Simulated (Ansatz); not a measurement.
Consider the ligand exchange at the Si–N bond: `C=N[SiH](C)Cl` + HBr → `C[SiH](Cl)Br` + `C=N`.

Isolated molecules relaxed with PBE0-D4/def2-TZVP in Ansatz; ΔE leaves out vibrations. CCSD(T)/CBS adds triple-zeta CCSD(T) − MP2 to the extrapolated MP2 energy (def2 sets, frozen cores). This one scheme is used for every species. For Br outer-core shells are correlated without core-valence functions, which leaves a few kJ/mol of doubt a bond. Scalar relativity is left out up to krypton. One conformer a species, not always the lowest.

```csv
species,CCSD(T)/CBS(def2) energy (Eh)
`C=N[SiH](C)Cl`,-883.33841
HBr,-2573.91920
`C[SiH](Cl)Br`,-3362.75163
`C=N`,-94.52360
```

(1) Work out ΔE.

Largest T1 diagnostic among the species: 0.012.

## Answers

(1) ΔE = (-3362.75163) + (-94.52360) − (-883.33841) − (-2573.91920) = -0.01762 Eh = -46.3 kJ/mol.
